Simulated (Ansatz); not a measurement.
Input file for Ansatz (a program for electronic structure): R-CCSD(T)/def2-SVP on CH4OSn (SMILES C[O][SnH]), a point of a torsion scan. Elements past Kr take the def2 small-core potentials; no spin–orbit coupling. The run froze 11 orbitals, filled d shells among them.

Ansatz 0.2 input:
```yaml
crystal:
  periodic: [false, false, false]
  atoms:
    - {symbol: C, position_ang: [-0.99371555, -0.23546610, 0.08244806]}
    - {symbol: O, position_ang: [0.07260750, 0.67189846, -0.01388572]}
    - {symbol: Sn, position_ang: [1.98238089, 1.21266860, 0.04300991]}
    - {symbol: H, position_ang: [-0.68454171, -1.24116660, -0.20594764]}
    - {symbol: H, position_ang: [-1.79860490, 0.09196081, -0.58024559]}
    - {symbol: H, position_ang: [-1.36863104, -0.25929715, 1.10830544]}
    - {symbol: H, position_ang: [2.95723533, -0.37122474, -0.49036609]}
basis:
  gaussian:
    orbitals: def2-SVP
magnetization: {spin_polarized: false}
correlation: {method: ccsd_t, electrons: outside_noble_gas}
scf: {lower_state_search: off}
```

Predict the final total energy.

-328.7350 hartree (reference determinant -328.2879, T1 diagnostic 0.021).
